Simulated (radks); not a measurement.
The numbers below are computed, except where a source is named.
Task: Nb V, 37 electrons, occupied as [Kr] 4d1 (the NIST ground configuration). Code: a radial shooting solver on a logarithmic mesh with Libxc functionals. Model: scalar-relativistic Kohn-Sham, PBE, spin-polarised, spherical densities, finite nucleus; open shells are filled with parallel spins first (spin-orbit coupling, left out, can overturn this in heavy ions); Fermi nuclear charge, rms radius 4.324 fm. Some entries of the table are withheld. Estimate them.

orbital,occ.,eigenvalue (eV),<r^2> (bohr^2)
1s down,1,-18854.95,0.001757
1s up,1,-18854.95,0.001757
2s up,1,-2678.247,0.02944
2s down,1,-2678.113,0.02944
2p up,3,-2396.494,0.02318
2p down,3,-2396.396,0.02318
3s up,1,-485.9025,0.2250
3s down,1,-485.8325,0.2250
3p up,3,-393.8025,0.2312
3p down,3,-393.7237,0.2312
3d up,5,-243.3323,0.2256
3d down,5,-243.2075,0.2255
4s up,1,-103.8273,1.460
4s down,1,-103.0144,1.453
4p up,3,-79.1845,1.783
4p down,3,-78.2824,1.776
4d up,1,(1),2.991
4d down,0,(2),2.996

Result: 
(1) 4d up eigenvalue (eV): -43.8737
(2) 4d down eigenvalue (eV): -42.8888
